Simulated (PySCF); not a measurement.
A species of formula C2H5GeN3 has this rotational fingerprint, computed with PySCF 2.14.0, PBE0-D3(BJ)/def2-SVP geometry optimisation, gas phase:

```
Rotational constants : A = 9029, B = 1291, C = 1146 MHz
Dipole components    : |μa| = 6.34 D, |μb| = 0.00 D, |μc| = 0.05 D
Inertial defect      : -6.49 u·Å²
κ                    : -0.96
```

Task: Which structure is it? (One computed conformer of each.)
A. `[GeH3][N]1C=NN=C1`
B. `[GeH3][n]1nccn1`

Result: A. It is [GeH3][n]1cnnc1, a near-prolate asymmetric top. The candidates at the same level (rigid rotor, commonest isotopes):

```json
{"SMILES": "[GeH3][n]1cnnc1", "A (MHz)": "9029", "B (MHz)": "1291", "C (MHz)": "1146", "μa (D)": "6.34", "μb (D)": "0.00", "μc (D)": "0.05", "Δ (u·Å²)": "-6.49", "point group": "near Cs", "rotor": "near-prolate asymmetric top"}
{"SMILES": "[GeH3][n]1nccn1", "A (MHz)": "8808", "B (MHz)": "1377", "C (MHz)": "1210", "μa (D)": "0.83", "μb (D)": "0.00", "μc (D)": "0.03", "Δ (u·Å²)": "-6.59", "point group": "Cs", "rotor": "near-prolate asymmetric top"}
```

`[GeH3][n]1nccn1` has B 7 % too high. No structure here is proved a minimum.
